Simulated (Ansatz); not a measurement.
Mulliken charges of ClH5OSSi2, SMILES `O[SiH2][SiH](S)Cl` from ωB97M-V/def2-TZVPP in Ansatz (PBE0-D4/def2-TZVP geometry).

| atom | x (Å) | y (Å) | z (Å) | charge (e) |
| --- | --- | --- | --- | --- |
| O1 | 1.153 | 0.907 | -1.345 | -0.379 |
| Si2 | 1.018 | -0.546 | -0.569 | 0.315 |
| Si3 | -0.707 | -0.316 | 1.000 | 0.271 |
| S4 | -2.573 | 0.028 | 0.040 | -0.225 |
| Cl5 | -0.111 | 1.317 | 2.142 | -0.228 |
| H6 | 1.339 | 1.670 | -0.794 | 0.185 |
| H7 | 2.278 | -0.935 | 0.125 | -0.038 |
| H8 | 0.687 | -1.545 | -1.613 | -0.018 |
| H9 | -0.958 | -1.434 | 1.940 | -0.009 |
| H10 | -2.044 | 0.802 | -0.924 | 0.127 |

By hand: the dipole of these point charges (1 e Å = 4.8032 D).

Σ q r = (0.194, -0.421, -0.153) e Å, of length 0.488 e Å = 2.34 D.

How does the dipole of the full density compare? (An estimate is asked.)

The calculation gave: (0.173, -0.038, -0.048) e Å, 0.88 D; the point charges give 2.66 times that, at 51° from its direction.

Point charges leave out the atoms' own dipoles, such as those of lone pairs, and Mulliken's split depends on the basis, so the two needn't agree.
